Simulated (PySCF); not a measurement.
## Ionisation energy of Ce⁴⁶⁺ by level of theory

Ce⁴⁶⁺ [Ne] 3s2 (1S) → Ce⁴⁷⁺ [Ne] 3s1 (2S), as a difference of total energies. All numbers are calculated (PySCF 2.14, no relativity, point nucleus, in an uncontracted even-tempered set (16 s from 10 bohr⁻², ratio 2.5; 10 p from 13 bohr⁻², ratio 2.5; 4 d from 48 bohr⁻², ratio 2.7; 4 f from 72 bohr⁻², ratio 2.7)). Correlated levels: outer shells: 1s2 frozen; virtual orbitals above 40 to 60 times the deepest correlated orbital energy dropped. The calculations carry no spin-orbit coupling.

```tsv
method	ionisation energy (eV)
UHF	3697.5
MP2 (outer shells)	3701.9
SCS-MP2 (outer shells)	3702.5
CCSD (outer shells)	3703.5
CCSD(T) (outer shells)	3703.6
```

**Question.** How much does correlation contribute at CCSD(T) (outer shells)?

**Answer.** 3703.6 − (3697.5) = 6.1 eV, measured against UHF.

The gap to the reference is mostly relativistic.

For comparison: 3865 ± 4 eV (theoretical estimate listed by NIST; NIST Atomic Spectra Database, ionization energies).
